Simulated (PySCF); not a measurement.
## K3: fields on a plane

All numbers come from PySCF, UPBE0, basis K def2-TZVP (no relativity, density fitting).

The doublet minimum has K–K 4.178 Å (×2), K–K 5.203 Å; K–K–K 51.5° (×2), K–K–K 77.0°.

The plane holds K1 at (0.00, 0.00), K2 at (4.18, 0.00), K3 at (0.94, 4.07) Å. Columns run from x = -1.95 to 6.45 Å, rows from y = 6.45 (top) to -1.95 Å, in steps of 0.3 Å. Other isomers or separated fragments may lie lower.

Question: Give the highest occupied orbital (Å^-3/2) at -2.49 eV (cut at ±0.3; overall sign arbitrary). Lower edges of the bins (Å^-3/2): '0' -0.133, '1' -0.105, '2' -0.078, '3' -0.050, '4' -0.022, '5' 0.006, '6' 0.033, '7' 0.061, '8' 0.089, '9' 0.116; top 0.14.

Answer: 
```
55666666666666666555555554444
56666667777666666555555554444
66666777777776666655555554444
66677777777777666655555554444
66677777666677766655555554444
66777776545566666655555544444
67777765312456666655555544444
67777764003246666655555444444
67777763099245666555554444444
67777764112245666555544444444
77778776433455665555444444444
77778877655556655554444444444
67778887766666555544444444444
67778887776665555444443333334
67777777776665554444333333333
66777777766655544443333333333
66677777666554444333333333333
66666666665544433333333222233
66665555555443333333333222223
55554444544433333334543322222
55543223444333222346765322222
55442154544322222357237432222
55443343753322212358038532222
54444578753221111247997432222
44444566543221111234665322222
44444555433221111122333222222
44444444433221111111222222222
44444444332222111111122222223
44444443333222211111122222233
```

Question: Give the electron density (e/Å³) (cut at 5 e/Å³). Lower edges of the bins (e/Å³): '0' 0.000, '1' 0.030, '2' 0.076, '3' 0.151, '4' 0.268, '5' 0.455, '6' 0.750, '7' 1.218, '8' 1.960, '9' 3.136; top 5.00.

Answer: 
```
00000000000000000000000000000
00000000000000000000000000000
00000000000000000000000000000
00000000011100000000000000000
00000001233210000000000000000
00000013456531000000000000000
00000125788753100000000000000
00000136999974100000000000000
00000137999974200000000000000
00000136899974100000000000000
00000124788753100000000000000
00000012455431000000000000000
00000011222211000000000000000
00000001111110000000000000000
00000000111100000000000000000
00000000111000000000000000000
00000011111000000000000000000
00001111111100000011111000000
00012344321110001123443210000
00024677642111011246776420000
00136899863111111368998531000
00147999974111112479999741000
00147999974111112479999741000
00136899863110011368998531000
00024677642100001246776420000
00012344321000000123443210000
00000111110000000011111000000
00000000000000000000000000000
00000000000000000000000000000
```
